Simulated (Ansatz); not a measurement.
A search over several starts for the lowest SCF solution of NiN₂H₈⁻, that is trans-NiH2(NH3)2 with one electron more at the given spin, in a small basis.

```yaml
crystal:
  periodic: [false, false, false]
  atoms:
    - {symbol: Ni, position_ang: [0.000753, -0.000012, -0.002956]}
    - {symbol: H, position_ang: [1.519919, 0.060407, 0.359628]}
    - {symbol: N, position_ang: [-0.022344, 1.920730, -0.013357]}
    - {symbol: H, position_ang: [-0.923263, 2.326148, -0.266841]}
    - {symbol: H, position_ang: [0.685649, 2.273329, -0.661070]}
    - {symbol: H, position_ang: [0.239048, 2.270624, 0.911244]}
    - {symbol: H, position_ang: [-1.520046, -0.060207, -0.358605]}
    - {symbol: N, position_ang: [0.023287, -1.920766, 0.009580]}
    - {symbol: H, position_ang: [-0.309681, -2.276630, -0.889074]}
    - {symbol: H, position_ang: [-0.633134, -2.267220, 0.712964]}
    - {symbol: H, position_ang: [0.939812, -2.326414, 0.198488]}
basis:
  gaussian: {orbitals: def2-SVP}
total_charge: -1
magnetization: {spin_polarized: true, initial_magnetization: 1}
hamiltonian: {xc: pbe0, dispersion: d4}
output: {orbitals: {seedname: orbitals}}
```

```sh
$ ansatz run in.yaml --threads 2 --pin off --events-out ev --progress --plain --max-ram 4352MiB
```

It prints (some lines left out):

```
Functional definition: PBE0
1044 factors; integrals over basis functions are off by at most 1.0e-3 eV
mean field evaluation 1: about -44130.1060 eV, gradient 2.6e1 eV
mean field evaluation 2: about -44126.7559 eV, gradient 4.2e1 eV
mean field evaluation 4: about -44133.5840 eV, gradient 8.2e0 eV
mean field evaluation 8: about -44134.0875 eV, gradient 3.1e-1 eV
mean field evaluation 16: about -44134.0921 eV, gradient 1.2e-2 eV
mean field evaluation 32: about -44133.0844 eV, gradient 6.3e0 eV
mean field -44134.09211330 eV, -1621.8979700019 hartree, gradient 3.8e-5 eV, S^2 0.772585; 4 other end points of the search recorded, 0 dependent functions left out
reference -44134.09215521 eV, -1621.8979715420 hartree; 26, 25 occupied and 73, 74 virtual orbitals, 1044 factors
Total energy: -44134.26027169 eV, -1621.9041497084 hartree
```

Run time 4.2 s (2 threads of Intel Xeon 6975P-C on a shared host).

The highest occupied level of the charge -1 doublet lies above zero (up to 2.83 eV). By energy differences it is unbound by 0.71 eV (vertical, against the charge 0 singlet, at PBE0-D4/def2-TZVPD) and held by the finite basis.
